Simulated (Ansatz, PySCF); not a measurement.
This triplet is an excited state, 1.47 eV above the relaxed singlet at the level frozen-core CCSD(T)/cc-pVTZ // PBE0-D3(BJ)/def2-TZVP (Ansatz, a first-principles code).

Cartesian coordinates (Å):
SMILES: O=C[Si]N
```xyz
7

N      1.4199     0.0600     0.0249
Si     0.1731    -0.7999    -0.7539
C     -1.4553    -0.1360    -0.0956
O     -1.3819     0.7569     0.7400
H      1.2451     0.7823     0.7056
H      2.3958    -0.1044    -0.1499
H     -2.3968    -0.5588    -0.4712
```
Charge 0, spin multiplicity 3.

Question: What is the computed total energy, dipole moment and highest occupied spin orbital (PBE-D3(BJ)/def2-TZVP // PBE0-D3(BJ)/def2-TZVP in PySCF)?

Answer: 
| Item | Value |
|---|---|
| total energy | -459.0595 Ha |
| dipole moment | 1.81 D |
| highest occupied spin orbital | -4.04 eV |
